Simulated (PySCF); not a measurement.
**Two-component Hartree-Fock for Cu²⁺ (copper, charge +2)**

Start: [Ar] 3d8 4s1; 3d3/2 filled at m_j = -1/2, +1/2, +3/2; 3d5/2 filled at m_j = -3/2, -1/2, +1/2, +3/2, +5/2; 4s1/2 filled at m_j = +1/2. Calculated with PySCF 2.14 in x2c-TZVPall-2c with one added diffuse shell each of s, p, d type (7s8p5d1f, 63 functions): generalised Hartree-Fock with the X2C-1e Hamiltonian and a Gaussian nucleus; one run each with spin-orbit coupling (SO) switched off, then screened by Boettger's factors. This is a chosen level, not necessarily the ground level.

| spinor shell | electrons | ε, spin-free (eV) | ε, screened SO (eV) | weight of nominal j (screened SO) | rms radius, screened SO (bohr) |
| --- | --- | --- | --- | --- | --- |
| 1s1/2 | 2 | -9082.9 | -9082.8 | 1.000 | 0.0601 |
| 2s1/2 | 2 | -1170.3 | -1170.2 | 1.000 | 0.254 |
| 2p1/2 | 2 | -1010.7 | -1025.2 | 0.999 | 0.226 |
| 2p3/2 | 4 | -1010.7 | -1003.5 | 0.999 | 0.229 |
| 3s1/2 | 2 | -175.65 | -175.63 | 1.000 | 0.757 |
| 3p1/2 | 2 | -126.01 | -130.39 | 0.819 | 0.794 |
| 3p3/2 | 4 | -126.01 | -123.83 | 0.910 | 0.804 |
| 3d5/2 | 5 | -48.928 | -49.336 | 0.618 | 0.960 |
| 3d3/2 | 3 | -48.928 | -48.267 | 0.637 | 0.962 |
| 4s1/2 | 1 | -27.919 | -27.918 | 1.000 | 2.57 |

```json
{"quantity": "E (hartree)", "spin-free": "-1652.00325", "screened SO": "-1652.05067"}
{"quantity": "M_J", "spin-free": "9/2", "screened SO": "9/2"}
{"quantity": "⟨J²⟩", "spin-free": "24.754", "screened SO": "24.754"}
{"quantity": "⟨L²⟩", "spin-free": "12.003", "screened SO": "12.012"}
{"quantity": "⟨S²⟩", "spin-free": "3.751", "screened SO": "3.749"}
```

Each row is a mean over spinors that exchange with the open shell spreads, by up to 11.931 eV (3p3/2).

Rows whose weight is well below 1 are mixtures of j = l ± 1/2: exchange outweighs spin-orbit coupling there, and the label is only the starting occupation.

Without spin-orbit coupling the j labels of p, d and f shells carry no meaning; the spin-free column gives the mean over the occupied spinors of each nl shell.
